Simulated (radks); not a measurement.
The numbers below are computed, except where a source is named.
Task: All-electron atom: Cd8+ in [Kr] 4d(3/2: 3, 5/2: 1) (the NIST ground configuration). Code: a radial shooting solver on a logarithmic mesh with Libxc functionals. Model: Dirac Kohn-Sham, PBE, spin-unpolarised, spherical densities, finite nucleus; Fermi nuclear charge, rms radius 4.6087 fm. Some entries of the table are withheld. Estimate them.

orbital  occ.  eigenvalue (Ry)  <1/r> (bohr^-1)
1s1/2       2        -1959.163            50.64
2s1/2       2              (1)              (2)
2p1/2       2        -280.1470            11.67
2p3/2       4        -266.0021            10.94
3s1/2       2        -64.61755            4.111
3p1/2       2              (3)              (4)
3p3/2       4              (5)              (6)
3d3/2       4        -39.96384            3.681
3d5/2       6        -39.44701            3.634
4s1/2       2        -17.81091            1.647
4p1/2       2              (7)            1.549
4p3/2       4              (8)            1.497
4d3/2       3        -10.30522            1.294
4d5/2       1        -10.22606            1.282

Result: 
(1) 2s1/2 eigenvalue (Ry): -300.1132
(2) 2s1/2 <1/r> (bohr^-1): 11.69
(3) 3p1/2 eigenvalue (Ry): -56.62296
(4) 3p1/2 <1/r> (bohr^-1): 4.019
(5) 3p3/2 eigenvalue (Ry): -54.08672
(6) 3p3/2 <1/r> (bohr^-1): 3.839
(7) 4p1/2 eigenvalue (Ry): -15.12937
(8) 4p3/2 eigenvalue (Ry): -14.63954
